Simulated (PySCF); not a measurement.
Ligands exchanged one at a time, In F-Cl. All species are isolated molecules in the gas phase. Strings in code marks are SMILES.

All values below come from PBE0-D4/def2-TZVP in PySCF. All candidates: neutral, multiplicity 1. 

The HOMO–LUMO gap is 6.57 eV, the HOMO comes out as -9.46 eV and the dipole moment is 0.00 D.

Task: Name which member has these values.
A) `[F][In]([Cl])[Cl]`
B) `[F][In]([F])[Cl]`
C) `[Cl][In]([Cl])[Cl]`
D) `[F][In]([F])[F]`

Result: C, `[Cl][In]([Cl])[Cl]`. The others give `[F][In]([F])[F]`: 7.73 eV, -11.14 eV, 0.00 D; `[F][In]([Cl])[Cl]`: 6.64 eV, -9.65 eV, 1.02 D; `[F][In]([F])[Cl]`: 6.72 eV, -9.90 eV, 1.20 D
